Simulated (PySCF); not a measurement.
The vertical singlet excitations below were computed for one of the candidates. The calculation used TDDFT PBE0/def2-SVPD, vertical, gas phase, core orbitals frozen in the response in PySCF 2.14.0, density-fitted response routines. Geometries: GFN2-xTB, one conformer each.

```tsv
state	E (eV)	λ (nm)	f
S1	6.66	186.1	0.0009
S2	7.21	172.0	0.037
S3	7.24	171.2	0.0048
S4	7.73	160.3	0.014
S5	7.77	159.7	0.0027
S6	7.91	156.7	0.042
```

Question: Which candidate is it? All have the formula C6H9Cl.
A. `C1C(=CCCC1)Cl`
B. `Cl[C@@]12CCC[C@@H]1C2`
C. `CC1=CC[C@@H](Cl)C1`

Answer: B. Its S1, at 6.66 eV, is the highest among the candidates; the nearest of the others has S1 at 6.40 eV. S1 is HOMO→LUMO (67%), HOMO→LUMO+1 (28%). Löwdin shares by element: HOMO carbon 44% or more, chlorine 40% (atoms not listed hold the other 16%); LUMO carbon 24% or more, chlorine 22% (atoms not listed hold the other 54%). At the same level the other candidates give, for their lowest levels:
- `CC1=CC[C@@H](Cl)C1`: 6.40 eV (f 0.003); 6.61 eV (f 0.017); 6.99 eV (f 0.158); 7.10 eV (f 0.118); 7.24 eV (f 0.002); T1 4.34 eV; HOMO -6.96, LUMO 0.51 eV
- `ClC1=CCCCC1`: 6.15 eV (f 0.019); 6.44 eV (f 0.178); 6.86 eV (f 0.050); 7.24 eV (f 0.001); 7.26 eV (f 0.007); T1 4.15 eV; HOMO -6.91, LUMO 0.13 eV
Triplets come from the Tamm–Dancoff approximation.

Without π bonds the low states may be Rydberg-like; a valence basis with one diffuse set may place them up to an eV too high.
